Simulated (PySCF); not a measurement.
# W: ionisation energy

W [Xe] 4f14 5d4 6s2 [5d3/2^4, M_J = 0] → W⁺ [Xe] 4f14 5d4 6s1 [5d3/2^4 6s1/2^1, M_J = 1/2], as a difference of total energies. Computed with PySCF 2.14 in x2c-TZVPall-2c, with the two-component X2C-1e Hamiltonian. "Screened" scales the spin-orbit matrix elements by Boettger's factors to mimic the two-electron term; Breit and QED terms are absent.

```tsv
method	ionisation energy (eV)	error (eV)
GHF (spin-free)	5.926	-1.938
GHF (screened spin-orbit)	5.932	-1.932
```

Reference: 7.864 eV (measured; NIST Atomic Spectra Database, ionization energies).

The spin-free rows relax to the high-spin LS determinant and lack the spin-orbit shift.

Errors of the correlated levels include the incompleteness of this basis and the frozen core.

The labels give the starting determinants; with spin-orbit coupling the two ends relaxed to ⟨J²⟩ = 3.27, ⟨L²⟩ = 5.96, ⟨S²⟩ = 5.91 and ⟨J²⟩ = 4.03, ⟨L²⟩ = 5.94, ⟨S²⟩ = 8.62.

The determinant of W and of W⁺ mixes levels of different J (the jj label is only the starting occupation), so the difference between spin-free and spin-orbit rows is not the physical spin-orbit shift.
